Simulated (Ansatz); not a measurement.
Job for Ansatz (a quantum-chemistry and plane-wave program): R-PBE0/def2-TZVPP on CoAs, 2S+1 = 1, a spin state set in the input, which need not be the lowest.

Ansatz 0.2 input:
```yaml
crystal:
  periodic: [false, false, false]
  atoms:
    - {symbol: Co, position_ang: [0.00000000, 0.00000000, 0.00000000]}
    - {symbol: As, position_ang: [0.00000000, 0.00000000, 2.32800000]}
basis:
  gaussian:
    orbitals: def2-TZVPP
hamiltonian:
  xc: {name: PBE0}
relax: {f_tol: 0.002, max_steps: 120}
```

It printed:

```
WARN ansatz: RAYON_NUM_THREADS=1 ignored (pool sized by the plan → 1); use --threads N
Functional definition: PBE0
integrals: 0.05 GiB planned
994 factors; their error is unknown
mean field: 0.42 GiB planned
mean field evaluation 1: about -98391.5048 eV, gradient 2.1e2 eV
mean field evaluation 2: about -97585.6310 eV, gradient 5.2e2 eV
mean field evaluation 4: about -97903.4466 eV, gradient 4.6e2 eV
mean field evaluation 8: about -98409.8983 eV, gradient 1.3e2 eV
mean field evaluation 16: about -98450.8498 eV, gradient 1.4e-3 eV
mean field evaluation 32: about -98450.8762 eV, gradient 1.9e-5 eV
mean field evaluation 64: about -98450.8648 eV, gradient 5.4e-1 eV
mean field -98450.87615460 eV, -3618.0029662811 hartree, gradient 2.2e-5 eV, S^2 0.000000; 8 other end points of the search recorded, 0 dependent functions left out
the calculation of the forces begins
reference -98450.87617827 eV, -3618.0029671508 hartree; 30, 30 occupied and 82, 82 virtual orbitals, 994 factors
relax step   1: F+E_penalty+E_count = -98450.87615460 eV  Δ(F+E_penalty+E_count) = +0.000e0 eV  max|allowed force component| = 3.811e0 eV/Å  Δτ_max = 0.0000 Å  (266 SCF iters, accepted)
these checks for a lower state are left out or cut short: starts, cluster_reference, orbital_swaps, neighbouring_geometries, increment
integrals: 0.05 GiB planned
994 factors; their error is unknown
mean field: 0.42 GiB planned
mean field evaluation 96: about -98451.6491 eV, gradient 1.2e-5 eV
mean field -98451.64914568 eV, -3618.0313731793 hartree, gradient 2.8e-9 eV, S^2 0.000000; 0 other end points of the search recorded, 0 dependent functions left out
the calculation of the forces begins
reference -98451.64916866 eV, -3618.0313740236 hartree; 30, 30 occupied and 82, 82 virtual orbitals, 994 factors
relax step   2: F+E_penalty+E_count = -98451.64914568 eV  Δ(F+E_penalty+E_count) = -7.730e-1 eV  max|allowed force component| = 8.777e-2 eV/Å  Δτ_max = 0.1582 Å  (200 SCF iters, accepted)
these checks for a lower state are left out or cut short: starts, cluster_reference, orbital_swaps, neighbouring_geometries, increment
integrals: 0.05 GiB planned
994 factors; their error is unknown
mean field: 0.42 GiB planned
mean field -98451.64923228 eV, -3618.0313763617 hartree, gradient 2.8e-6 eV, S^2 0.000000; 0 other end points of the search recorded, 0 dependent functions left out
the calculation of the forces begins
reference -98451.64925524 eV, -3618.0313772055 hartree; 30, 30 occupied and 82, 82 virtual orbitals, 994 factors
relax step   3: F+E_penalty+E_count = -98451.64923228 eV  Δ(F+E_penalty+E_count) = -8.660e-5 eV  max|allowed force component| = 5.969e-2 eV/Å  Δτ_max = 0.0030 Å  (68 SCF iters, accepted)
these checks for a lower state are left out or cut short: starts, cluster_reference, orbital_swaps, neighbouring_geometries, increment
integrals: 0.05 GiB planned
994 factors; their error is unknown
mean field: 0.42 GiB planned
mean field evaluation 128: about -98451.6493 eV, gradient 6.6e-6 eV
mean field -98451.64929990 eV, -3618.0313788465 hartree, gradient 2.4e-6 eV, S^2 0.000000; 0 other end points of the search recorded, 0 dependent functions left out
the calculation of the forces begins
reference -98451.64932286 eV, -3618.0313796906 hartree; 30, 30 occupied and 82, 82 virtual orbitals, 994 factors
relax step   4: F+E_penalty+E_count = -98451.64929990 eV  Δ(F+E_penalty+E_count) = -6.761e-5 eV  max|allowed force component| = 1.420e-2 eV/Å  Δτ_max = 0.0015 Å  (68 SCF iters, accepted)
these checks for a lower state are left out or cut short: starts, cluster_reference, orbital_swaps, neighbouring_geometries, increment
integrals: 0.05 GiB planned
994 factors; their error is unknown
mean field: 0.42 GiB planned
mean field -98451.64930400 eV, -3618.0313789974 hartree, gradient 2.5e-6 eV, S^2 0.000000; 0 other end points of the search recorded, 0 dependent functions left out
the calculation of the forces begins
reference -98451.64932697 eV, -3618.0313798414 hartree; 30, 30 occupied and 82, 82 virtual orbitals, 994 factors
relax step   5: F+E_penalty+E_count = -98451.64930400 eV  Δ(F+E_penalty+E_count) = -4.107e-6 eV  max|allowed force component| = 2.129e-6 eV/Å  Δτ_max = 0.0003 Å  (68 SCF iters, accepted)
integrals: 0.05 GiB planned
994 factors; their error is unknown
mean field: 0.42 GiB planned
mean field evaluation 160: about -98451.6493 eV, gradient 1.7e-5 eV
mean field evaluation 192: about -98451.6423 eV, gradient 8.2e-1 eV
mean field -98451.64930400 eV, -3618.0313789974 hartree, gradient 2.5e-6 eV, S^2 0.000000; 3 other end points of the search recorded, 0 dependent functions left out
the calculation of the forces begins
reference -98451.64932697 eV, -3618.0313798414 hartree; 30, 30 occupied and 82, 82 virtual orbitals, 994 factors
Total energy: -98451.64932697 eV, -3618.0313798414 hartree
Atom 0 at     0.000000     0.000000     0.159961 Å, force    -0.000000     0.000000     0.000002 eV/Å
Atom 1 at    -0.000000    -0.000000     2.168039 Å, force     0.000000    -0.000000    -0.000002 eV/Å
Dipole moment:    -0.000000    -0.000000    -0.491248 e Å
```

Self-consistency was reached.

Cost: around 60 core-seconds (rough).
